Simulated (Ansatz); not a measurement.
Li2I3⁻ (the lowest singlet isomer of a short search). Charge -1, multiplicity 1. Geometry r2SCAN-D4/def2-SVPD, basis def2-TZVPD, Ansatz.

Cartesian coordinates in Å:
```
Li -1.6589 -1.0718 1.5878
Li 1.6982 1.0807 -1.5400
I -3.1473 -2.0979 3.3331
I -0.4109 -0.0957 -0.5070
I 3.5189 2.1848 -2.8740
```

```csv
run,HOMO (eV),LUMO (eV)
A,-3.62,1.98
B,-2.81,1.97
C,-3.38,1.79
D,-2.37,1.54
E,-6.03,3.21
F,-2.55,1.48
```

In the def2 sets I takes a core potential; there is no spin–orbit coupling. B3LYP takes the VWN-RPA correlation. The structure comes from a short search, and lower isomers may exist.

The runs used B3LYP, BLYP, HF, PBE, PBE0, r2SCAN. Estimate which is which.

A PBE0 (25 % exact exchange); B r2SCAN (0 % exact exchange); C B3LYP (20 % exact exchange); D BLYP (0 % exact exchange); E HF (100 % exact exchange); F PBE (0 % exact exchange). Exact exchange lowers occupied and raises empty levels; among semilocal functionals meta-GGAs tend to open the gap a little, and such runs are hard to tell apart. The gap grows from 3.92 eV (BLYP) to 9.24 eV (HF).
